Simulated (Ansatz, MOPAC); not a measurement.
Species: dichloro(ethynyl)borane, C$_{2}$HBCl$_{2}$, net charge 0, singlet state. SMILES: C#CB(Cl)Cl

Atoms: C1, C2, B3, Cl4, Cl5, H6. Bonds: C1-C2, C1-H6, C2-B3, B3-Cl4, B3-Cl5.

Bond lengths (Å) and angles (degrees) optimised at PM6 with MOPAC; B3LYP/LANL2DZ with Ansatz (a quantum-chemistry and plane-wave program); B3LYP/6-31G* with Ansatz, each started from the B3LYP-D3(BJ)/def2-TZVP structure (Ansatz) of the last column. A row stands for all coordinates that are equal there. 6-31G* holds six Cartesian d functions. No wavenumbers were computed at B3LYP/LANL2DZ, so these may be saddle points.

```tsv
coordinate	PM6	B3LYP/LANL2DZ	B3LYP/6-31G*	B3LYP-D3(BJ)/def2-TZVP
C1-C2	1.206	1.229	1.214	1.205
C1-H6	1.037	1.069	1.068	1.064
C2-B3	1.499	1.499	1.505	1.504
B3-Cl4	1.734	1.802	1.762	1.751
C1-C2-B3	180.0	180.0	180.0	180.0
C2-B3-Cl4	120.9	120.7	120.5	120.2
Cl4-B3-Cl5	118.3	118.6	119.1	119.5
C2-C1-H6	180.0	180.0	180.0	180.0
```

Mean signed difference of all 5 bond lengths from B3LYP-D3(BJ)/def2-TZVP: PM6 -0.013 Å, B3LYP/LANL2DZ 0.025 Å, B3LYP/6-31G* 0.007 Å.
